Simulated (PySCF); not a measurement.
# Reading the logs of faulty runs: CGe2H5O cation

Calculated results; nothing here was measured. The program is PySCF 2.14.0, an open-source quantum chemistry code, run on an isolated molecule that a program drew, which may never have been made. The molecule is CGe2H5O cation (charge +1, singlet), drawn as the SMILES string `O[C](=[GeH2])[GeH2+]`.

Each row is a Hartree-Fock (HF) and frozen-core CCSD(T) single point in the cc-pVDZ basis, meant for a local HF minimum. Run 1 is clean. Each other run has one planted mistake out of seven kinds, and not every kind appears here: one electron removed, one electron added, multiplicity raised by two, geometry at a saddle point, minimal basis STO-3G, one bond length entered in bohr, all coordinates scaled. The reference is restricted for singlets and unrestricted otherwise, and also for a bond in bohr. Adding or removing an electron swaps singlet and doublet. Electrons count all cores. HOMO and LUMO are orbital energies over both spins, the gradient is its largest component, and the lowest frequency (negative if imaginary) is given only where the gradient is small. Bond lengths are over the 8 bonds as drawn. T1 is the CCSD diagnostic: over 0.02 (restricted) or 0.045 (unrestricted) a single reference is doubtful. Germanium has the cc-pVDZ-PP basis, with a core potential (ECP10MDF) in place of its 10 inner electrons, and its 3s, 3p and 3d shells are frozen in CCSD(T).

Geometry of the clean run:
```xyz
9
CGe2H5O cation, angstrom
O    -2.2410    1.0005   -1.1729
C    -1.3253    0.4643   -2.0428
Ge   -1.4770   -1.2901   -2.5524
Ge   -0.1600    1.5682   -2.9283
H    -1.9213    0.9701   -0.2790
H    -0.5117   -1.8430   -3.5762
H    -2.5337   -2.1995   -1.9730
H     0.7851    0.9717   -3.9464
H    -0.1129    3.0539   -2.6642
```

```
run,electrons,basis functions,<S^2>,HOMO (eV),LUMO (eV),gradient (hartree/bohr),lowest frequency (cm^-1),mean bond (Å),longest bond (Å),T1,HF (hartree),CCSD(T) (hartree),mistake
1,82,99,0.000,-13.86,-4.81,1.8e-05,148,1.5039,1.833,0.0150,-702.06304,-702.61087,no fault
2,82,99,0.000,-13.72,-4.84,1.9e-02,-,1.5310,1.866,0.0156,-702.05997,-702.61277,all coordinates scaled
3,83,99,1.150,-6.58,1.85,2.3e-02,-,1.5039,1.833,0.0366,-702.27556,-702.82966,one electron added
4,81,99,0.758,-22.00,-11.75,6.7e-02,-,1.5039,1.833,0.0217,-701.60222,-702.10474,?
5,82,99,0.921,-13.89,-5.03,9.1e-03,-,1.6721,2.857,0.0336,-701.95994,-702.49291,?
```

**Which mistake was planted in run 4, and what did it cost?**

It counts 81 electrons, one fewer than the clean run, at the same geometry and basis. So the mistake is: one electron removed. Subtracting run 1 and multiplying by 627.51 kcal/mol a hartree, the energy moved by 289.2 kcal/mol in HF and 317.6 kcal/mol in CCSD(T).

**Which mistake was planted in run 5, and what did it cost?**

The mean bond changes by a factor of 1.112 and the longest by 1.559, so the molecule wasn't scaled as a whole. A length L in bohr read as angstrom grows by (1/0.5292 - 1) L = 0.890 L. The 8 bonds together grew by 8 x 0.1682 = 1.346 Å, which gives L = 1.512 Å. That is the length of one of the Ge-H bonds, 1.512 Å in the clean geometry. So the mistake is: one bond length entered in bohr. Subtracting run 1 and multiplying by 627.51 kcal/mol a hartree, the energy moved by 64.7 kcal/mol in HF and 74.0 kcal/mol in CCSD(T).

